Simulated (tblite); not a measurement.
Species: C2H10OS2Si2.
Z-matrix (Å and degrees, GFN2-xTB geometry), rows numbered from 1:
```
C 
S   1  1.8176
Si  2  2.1189  1   97.15
O   3  1.6182  2  100.76  1   177.77
C   4  1.3697  3  124.94  2   177.46
S   5  1.8158  4  112.55  3   -66.09
Si  6  2.1554  5   98.21  4   -55.10
H   1  1.0841  2  107.14  3   178.99
H   1  1.0845  2  109.51  3   -61.71
H   1  1.0845  2  109.71  3    59.54
H   3  1.4624  2  111.41  1    60.23
H   3  1.4604  2  110.00  1   -61.74
H   5  1.0924  4  108.65  3   173.93
H   5  1.0928  4  111.66  3    52.61
H   7  1.4579  6  106.09  5   -51.19
H   7  1.4520  6  102.04  5  -170.51
H   7  1.4561  6  108.90  5    69.78
```

Level: GFN2-xTB in tblite, geometry and Hessian alike; calculated harmonic values, unscaled, isolated species. This tight-binding method is rough: wavenumbers can miss measured ones by several per cent, in bad cases by 10 to 20. Modes of hydrogen on silicon can be 10 to 20 % off. One conformer, not necessarily the lowest.

Harmonic wavenumbers (cm⁻¹): 25.3, 43.1, 62.2, 86.4, 95.3, 122.4, 126.6, 157.8, 209.0, 244.3, 399.2, 498.2, 511.6, 542.5, 562.5, 568.7, 614.4, 700.6, 730.8, 734.6, 753.6, 770.6, 776.5, 801.8, 818.5, 939.7, 949.1, 961.0, 1131.1, 1212.7, 1280.9, 1324.8, 1456.5, 1460.6, 1461.8, 2245.0, 2292.9, 2311.3, 2329.7, 2371.4, 2949.2, 2960.8, 3040.9, 3044.4, 3066.9.

A = 2437, B = 567.2, C = 516.3 MHz; mass 169.971 u (most abundant isotopes); point group C1, symmetry number 1.

Problem. What is the zero-point energy?

Solution. Half the sum of the wavenumbers: 24874 cm⁻¹ = 71.12 kcal/mol.

Problem. Give the ideal-gas entropy at 273.15 K and 1 bar in the rigid-rotor, harmonic-oscillator model (classical rotation).

Solution. Translation 40.89, rotation 30.23, vibration 39.16: S = 110.3 cal/(mol K).

Problem. And Cp and H(273.15 K) − H(0)?

Solution. Cp = 41.15 cal/(mol K), of which vibrations give 33.20 (their classical limit is 45 R = 89.4); H(273.15 K) − H(0) = 7.27 kcal/mol without the zero-point energy, 5.10 from vibrations.

Problem. How do the functions run with temperature in this model?

Solution. 
| T (K) | S (cal/(mol K)) | Cp (cal/(mol K)) | H − H(0) (kcal/mol) | G − H(0) (kcal/mol) | ln q(vib) |
| --- | --- | --- | --- | --- | --- |
| 150 | 89.8 | 28.5 | 2.98 | -10.48 | 5.78 |
| 250 | 106.7 | 38.8 | 6.35 | -20.34 | 9.50 |
| 298.15 | 114.0 | 43.5 | 8.33 | -25.65 | 11.16 |
| 400 | 128.0 | 52.0 | 13.22 | -37.99 | 14.48 |
| 600 | 151.5 | 63.8 | 24.89 | -66.02 | 20.44 |
| 900 | 179.7 | 75.0 | 45.85 | -115.88 | 28.23 |

q(vib) and H(0) count from the zero-point level.

Problem. What must be added to the electronic energy to get the Gibbs energy at 273.15 K and 1 bar?

Solution. ZPE + [H(273.15 K) − H(0)] − T·S = 71.12 + 7.27 − 30.12 = 48.27 kcal/mol.

Problem. Which modes carry the vibrational entropy at 273.15 K?

Solution. 25.3 cm⁻¹: 5.99; 43.1 cm⁻¹: 4.94; 62.2 cm⁻¹: 4.21; 86.4 cm⁻¹: 3.57; 95.3 cm⁻¹: 3.38; 122.4 cm⁻¹: 2.89 cal/(mol K); the other 39 give 14.17 together.

Hindered rotation and anharmonicity are outside this model. Other conformers, if any are populated, would add a mixing term that is left out. The structure is chiral; the term R ln 2 for an equal mix with its mirror image is left out.
